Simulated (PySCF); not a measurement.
SMILES Cl[Si](Cl)(CC[Si](Cl)(Cl)Cl)Cl (C2H4Cl6Si2) at its GFN2-xTB optimised geometry (Å):

```
14

Cl    -2.0925    -2.4566    -0.2875
Si    -2.5427    -0.6193    -0.9950
Cl    -2.9338     0.6260     0.5442
Cl    -4.1917    -0.7431    -2.1602
C     -1.0982     0.0228    -2.0741
C      0.3169    -0.3333    -1.5911
Si     0.9108     0.5492     0.0000
Cl     2.9338     0.5492     0.0000
Cl     0.2466     2.4566     0.0000
Cl     0.2671    -0.3948     1.6634
H     -1.1756     1.1066    -2.1748
H     -1.2193    -0.3846    -3.0804
H      0.3821    -1.4136    -1.4520
H      1.0147    -0.0885    -2.3951
```

Method: PySCF with PBE/def2-TZVP. Cells within 0.4 Å of a nucleus heavier than hydrogen are left out (blank, or x).

Map of the LUMO amplitude (bohr^(-3/2)) on the plane z = 0.0 Å; orbital energy -0.87 eV, overall sign arbitrary:

```
|5555555555555555555555555555555|
|5555555555555555555555555555555|
|5555555555555666665555555555555|
|5555555555556666666555555555555|
|5555555555556677766555555555555|
|5555555555566788876555555555555|
|5555555555566689865555555555555|
|555555555555556xx33445555555555|
|555555555555542xx12445555555555|
|5555555555554310013455544455555|
|5555555555555432346665444455555|
|5555544444555556788876423456555|
|5554421124556678987986312566655|
|55543100135567899xx7852xx787665|
|55543101245667899xx6752xx887665|
|5555433456666778877764324677665|
|5555666788776666776654334566655|
|5556789998876665555554445566555|
|5566789988766555555555455555555|
|5566778765555555555555555555555|
|5556666432344555555555555555555|
|5555554200134555555555555555555|
|55555431xx245555555555555555555|
|555554334x666555555555555555555|
|5555555579876655555555555555555|
|5555555678876655555555555555555|
|5555556677776655555555555555555|
|5555556666666555555555555555555|
|5555555666665555555555555555555|
|5555555555555555555555555555555|
|5555555555555555555555555555555|
```
Scale: ten equal steps from -0.089 (start of '0') to 0.085 (end of '9'), in the order '0123456789'; x runs from -5.00 to 5.00, y from -5.00 (bottom) to 5.00 (top).
